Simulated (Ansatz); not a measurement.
ClFH₅NSi₂, SMILES `F[SiH](Cl)N[SiH3]`. The species carries charge 0 and has multiplicity 1.

```xyz
10

F     0.8385    2.3747   -0.4032
Si   -0.3712    1.3472   -0.5137
Cl   -2.0484    2.4144   -0.0521
N    -0.2243    0.0469    0.5634
Si    0.5330   -1.4890    0.2771
H    -0.4111    0.8735   -1.9050
H    -0.5709    0.2111    1.4993
H     1.7328   -1.6752    1.1338
H    -0.4110   -2.6028    0.5520
H     0.9326   -1.5007   -1.1515
```

(1) What are the harmonic wavenumbers in cm⁻¹ at PBE0-D4/def2-TZVP (Ansatz, finite differences of forces, unscaled)? (Best estimate.)

(2) Is this a minimum?

(3) Give the ideal-gas thermochemistry at 298.15 K and 1 bar (rigid rotor, harmonic oscillator; point group C1, symmetry number 1).

(4) Rotational constants (cm⁻¹)?

Results:

(1) Ansatz gave: 33, 82, 142, 200, 276, 320, 405, 553, 639, 712, 767, 828, 863, 902, 934, 951, 966, 1008, 1206, 2225, 2229, 2247, 2308, 3598.

(2) Yes, all 24 modes are real.

(3) Zero-point energy 145.9 kJ/mol; H(298) − E = 168.7 kJ/mol; entropy 374.8 J/(mol·K), of which translation 169.5, rotation 118.8, vibration 86.4; G(298) − E = 57.0 kJ/mol. Modes under 100 cm⁻¹ are hindered rotations or soft bends, so the harmonic entropy is rough.

(4) 0.1548, 0.04095, 0.03429.
